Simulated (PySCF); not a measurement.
Members of the series B-XY, Y = H; each row names its spin state. Isolated molecules, 0 K electronic values unless said otherwise. One relaxed conformer stands for each flexible species; it need not be the lowest. Strings in code marks are SMILES.

Quantity: adiabatic spin-state energy, in kcal/mol.

A: `[BH-]O`: multiplicity 3 minus multiplicity 1
B: `[BH-]N`: multiplicity 3 minus multiplicity 1
C: `[BH-]B`: multiplicity 3 minus multiplicity 1
D: `[BH-]C=C`: multiplicity 3 minus multiplicity 1
E: `[BH-]S`: multiplicity 3 minus multiplicity 1

Q: Rank these by adiabatic spin-state energy (lowest first), as PBE-D3(BJ)/def2-TZVPD // PBE-D3(BJ)/def2-SVPD (PySCF) gives it.

A: D (-3.22 kcal/mol), E (12.3 kcal/mol), C (15.6 kcal/mol), A (20.5 kcal/mol), B (23.2 kcal/mol)
